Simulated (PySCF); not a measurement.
Species: C7H8N (doublet state).
SMILES with atom numbers: `[CH:1]#[C:2][C@@H:3]1[CH:4]=[CH:5][CH2:6][N:7]1[CH2:8]` (hydrogens: H9 on C1; H10 on C3; H11 on C4; H12 on C5; H13, H14 on C6; H15, H16 on C8)

Structure used (GFN2-xTB), in Å, numbered top down from 1:
```xyz
16
C7H8N angstrom
C      2.8452    0.5699   -0.6364
C      1.8626    0.1768   -0.0782
C      0.6391   -0.2869    0.5685
C      0.1978   -1.6225    0.0294
C     -1.0134   -1.5394   -0.4918
C     -1.5597   -0.1516   -0.3658
N     -0.4803    0.5805    0.2523
C     -0.6948    1.7539    0.9480
H      3.7134    0.9153   -1.1139
H      0.8247   -0.3300    1.6572
H      0.8357   -2.4855    0.0819
H     -1.5790   -2.3305   -0.9500
H     -1.8112    0.2780   -1.3466
H     -2.4732   -0.1292    0.2474
H     -1.5023    2.3657    0.5890
H      0.1878    2.2445    1.3158
```

The hyperfine couplings belong to this conformer and change with its torsions.

Theory: PySCF 2.14.0, UKS B3LYP, pcH-1 on C H N, non-relativistic, mean-field spin-orbit, GIAO. Geometry: GFN2-xTB, one conformer, isolated molecule. The geometry wasn't refined by DFT: couplings that depend on bond lengths, twists or pyramidal angles can differ widely from those at the functional's own minimum. No stability test was run, so a lower SCF solution isn't excluded.

Question: What is the g tensor, term by term?

Answer: 
```json
{"Δg (ppm)": "relativistic mass correction", "1": "-167", "2": "-167", "3": "-167"}
{"Δg (ppm)": "gauge correction", "1": "3", "2": "44", "3": "36"}
{"Δg (ppm)": "orbital Zeeman/spin–orbit", "1": "-12", "2": "690", "3": "1240"}
{"Δg (ppm)": "total", "1": "-176", "2": "568", "3": "1109"}
```

So g = 2.00214, 2.00289, 2.00343 and g_iso = 2.00282; the tensor is rhombic: the two nearest values differ by 42 % of g3 − g1. Axes: g2 points within 4° of the N7–C8 bond.

Question: At 33.94 GHz, how far is the centre of the isotropic spectrum from where a free electron (g = 2.002319) resonates?

Answer: B = hν/(g μB) with μB/h = 13.99624 MHz/mT gives 1211.06 mT for the free electron and 1210.76 mT at g_iso, 0.30 mT lower.

Question: What are the electron Larmor frequencies g μB B/h along the three axes at 340 mT?

Answer: 9.5276, 9.5312, 9.5338 GHz for g1, g2 and g3, a range of 6.1 MHz.

Question: What effective moment and Curie constant follow for a powder?

Answer: With the mean of g² = 4.0113 and S(S+1) = 0.75: μ_eff = √(⟨g²⟩S(S+1)) = 1.734 μB and χT = 0.12505·⟨g²⟩·S(S+1) = 0.376 cm³ K/mol (cgs; spin-Hamiltonian part alone).

Question: In a frozen sample, at which fields do the three g values resonate at 9.5, 34, 94 and 263 GHz (hyperfine left aside), and which band first spreads them over more than twice a line width of 0.3 mT?

Answer: 
| band | GHz | B(g3) mT | B(g2) mT | B(g1) mT | spread mT |
| --- | --- | --- | --- | --- | --- |
| X | 9.5 | 338.80 | 338.89 | 339.01 | 0.22 |
| Q | 34.0 | 1212.53 | 1212.86 | 1213.31 | 0.78 |
| W | 94.0 | 3352.30 | 3353.20 | 3354.45 | 2.15 |
| J | 263.0 | 9379.30 | 9381.83 | 9385.32 | 6.02 |

The spread grows in proportion to the frequency. Q band is the first where it exceeds 0.6 mT.

Largest spin populations (Mulliken): C8 (+0.82) and N7 (+0.18). The angles at C8 add up to 349.4°, so it is slightly pyramidal.

The HOMO–LUMO gaps are 3.82 eV among the α and 6.17 eV among the β orbitals.
